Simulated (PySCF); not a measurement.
CH2GaNO3, SMILES O=C=[N][Ga]([OH])[OH]. The structure is a stationary point at r2SCAN-D4/def2-SVP. The values are those of a single conformer.

### Question
Give the equilibrium geometry at r2SCAN-D4/def2-SVP (PySCF confirms it by a frequency run) as Cartesian coordinates in Å, and its point group. (The exact figures need the calculation; the answer reports its results.)

### Answer
Several could match; the one computed here: point group Cs.
```xyz
8

Ga    -0.0007     0.7029     0.0000
N      0.0352    -1.1125     0.0000
C      0.0131    -2.3152     0.0000
O     -0.0034    -3.4899     0.0000
O     -1.5308     1.5822     0.0000
H     -2.3005     0.9983     0.0000
O      1.4979     1.6346     0.0000
H      2.2867     1.0769     0.0000
```
Charge 0, spin multiplicity 1.
